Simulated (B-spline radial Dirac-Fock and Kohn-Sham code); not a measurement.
Calculated with a radial finite-basis atomic code, using Dirac-Fock (average of configuration) total-energy differences with a finite nucleus, the Breit interaction including its frequency dependence, and self-energy and vacuum-polarisation corrections. Two-hole levels are in intermediate coupling, intensities from independent-particle Coulomb rates.

**Question.** These computed lines form the K-LL Auger spectrum of a free neutral atom. Which element, and how are the lines assigned?

| kinetic energy (eV) | relative intensity |
| --- | --- |
| 18528.5 | 18 |
| 18825.8 | 33 |
| 18857.7 | 2 |
| 19007.5 | 23 |
| 19050.6 | 6 |
| 19098.1 | 6 |
| 19295.8 | 100 |
| 19470.0 | 7 |
| 19498.5 | 34 |

**Answer.** Cd ([Kr] 4d10 5s2). From low to high energy: K-L1L1 ¹S0, K-L1L2 ¹P1, K-L1L2 ³P0, K-L1L3 ³P1, K-L1L3 ³P2, K-L2L2 ³P0, K-L2L3 ¹D2, K-L3L3 ¹S0, K-L3L3 ³P2. The labels give the leading jj configuration and the leading LS term by weight; in heavy atoms the literature often keeps the label of the LS limit instead.
